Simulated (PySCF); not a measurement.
Species: trans-2-methyl-2-pentenoic acid, C6H10O2.
Numbering: `[CH3:1][CH2:2]/[CH:3]=[C:4](\[CH3:5])[C:6](=[O:7])[OH:8]` (hydrogens: H9, H10, H11 on C1; H12, H13 on C2; H14 on C3; H15, H16, H17 on C5; H18 on O8)

The geometry is computed with GFN2-xTB (gas phase).

(1) List the bond lengths, angles and torsions at this level.

Answers

(1) 
```tsv
bond	length (Å)
C1–C2	1.531
C2–C3	1.491
C3=C4	1.336
C4–C5	1.501
C4–C6	1.479
C6=O7	1.208
C6–O8	1.347
C1–H9, C1–H10, C1–H11	1.087
C2–H12, C2–H13	1.091
C3–H14	1.081
C5–H15, C5–H16, C5–H17	1.088
O8–H18	0.970
```

Bonds in one row agree within 0.01 Å and their mean is given. A selection of angles:
```tsv
angle	degrees
C2–C1–H9	110.6
C2–C1–H10	110.3
H9–C1–H10	108.6
H9–C1–H11	108.4
C1–C2–C3	110.4
C1–C2–H12	108.7
C3–C2–H12	108.6
C3–C2–H13	111.0
H12–C2–H13	108.4
C2–C3–C4	125.8
C2–C3–H14	115.3
C4–C3–H14	118.9
C3–C4–C5	124.7
C3–C4–C6	120.2
C5–C4–C6	115.2
C4–C5–H15	110.9
C4–C5–H16	109.1
H15–C5–H16	108.8
C4–C6–O7	124.7
C4–C6–O8	114.1
O7–C6–O8	121.1
C6–O8–H18	109.0
```

Dihedral angles: C1–C2–C3–C4 113° (anticlinal); C2–C3–C4–C5 1° (synperiplanar); C3–C4–C6–O7 178° (antiperiplanar); H18–O8–C6–C4 180° (antiperiplanar). The mirror-image conformer, all signs reversed, is as good.

The 2 C–O bonds span 1.208 Å (C6=O7, drawn double) to 1.347 Å (C6–O8, drawn single), a spread of 0.139 Å. The 5 C–C bonds span 1.336 Å (C3=C4, drawn double) to 1.531 Å (C1–C2, drawn single), a spread of 0.195 Å. Of the pairs four or more bonds apart, O8···H14 is among the closest relative to their van der Waals radii: 2.31 Å, 85 % of the sum of Bondi's values.

Point group: C1 (no symmetry element, even within 0.4 Å). Stationary, but not proved a minimum. The numbers are those of one conformer (C1–C2–C3–C4 113°, C3–C4–C6–O7 178°, C4–C6–O8–H 180°).
